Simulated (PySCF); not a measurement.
# Simulated absorption spectrum

C₅H₆NO₂ (charge +1).
Cartesian coordinates in Å at the GFN2-xTB level; atoms count from 1:
```xyz
14
C5H6NO2 angstrom
C     -1.780    0.067   -0.306
C     -0.398   -0.432   -0.231
C      0.136   -1.642   -0.568
O      1.460   -1.627   -0.317
C      1.766   -0.473    0.156
N      0.683    0.307    0.236
C      0.697    1.671    0.728
O      1.698    2.168    1.093
H     -2.425   -0.711   -0.705
H     -2.150    0.350    0.679
H     -1.849    0.939   -0.956
H     -0.304   -2.534   -0.972
H      2.769   -0.198    0.441
H     -0.304    2.115    0.700
```

Method: TDDFT CAM-B3LYP/def2-SVPD, vertical, gas phase, core orbitals frozen in the response in PySCF.

Broadening: Gaussians 0.5 eV wide at half height, area fixed by f = 4.319×10⁻⁹ ∫ε dν̃. The width is an assumption, not a result. The curve ends short of the highest state used, and states not computed would add to its high-energy end.

| λ (nm) | ε (L mol⁻¹ cm⁻¹) |
| --- | --- |
| 161.3 | 11444 |
| 166.0 | 17427 |
| 170.7 | 10614 |
| 175.4 | 3301 |
| 180.1 | 813 |
| 184.8 | 190 |
| 189.4 | 35 |
| 194.1 | 4 |
| 198.8 | 0 |
| 203.5 | 0 |
| 208.2 | 0 |
| 212.9 | 3 |
| 217.5 | 26 |
| 222.2 | 130 |
| 226.9 | 454 |
| 231.6 | 1145 |
| 236.3 | 2153 |
| 240.9 | 3101 |
| 245.6 | 3572 |
| 250.3 | 3342 |
| 255.0 | 2599 |
| 259.7 | 1717 |
| 264.4 | 985 |
| 269.0 | 509 |
| 273.7 | 238 |
| 278.4 | 105 |
| 283.1 | 46 |
| 287.8 | 21 |
| 292.5 | 10 |
| 297.1 | 5 |
| 301.8 | 2 |
| 306.5 | 1 |
| 311.2 | 1 |
| 315.9 | 0 |
| 320.5 | 0 |
| 325.2 | 0 |

(1) Where are the band maxima, and which computed states make them?

(2) Does any computed singlet lie in the visible range?

(3) On this curve, what absorbance would a 10⁻³ mol/L sample give at 266 nm over a 1 cm path?

(4) Coming from long wavelengths, where does ε first pass 100 L mol⁻¹ cm⁻¹?

## Answers

(1) 246 nm (5.03 eV), ε about 3600, made up of S2 (100%); 166 nm (7.48 eV), ε about 17000, made up of S5 (99%) (ε in L mol⁻¹ cm⁻¹; maxima over ε = 5, shares over 10%). The states used: S1 4.56 eV (f 0.0004); S2 5.03 eV (f 0.066); S3 7.07 eV (f 0.013); S4 7.39 eV (f 0.0009); S5 7.48 eV (f 0.320); S6 8.02 eV (f 0.0040); S7 8.24 eV (f 0.223); S8 8.28 eV (f 0.0032).

(2) No computed singlet lies in the visible range (380 to 750 nm); the lowest, at 272 nm, stands 1.30 eV above its violet end (3.26 eV).

(3) 266 nm is 4.661 eV, where ε is about 790 L mol⁻¹ cm⁻¹, so A = ε c l ≈ 0.79 (Beer–Lambert, with the gas-phase spectrum and the assumed width).

(4) At about 279 nm (4.45 eV), 0.11 eV below S1.

One conformer stands for the species.
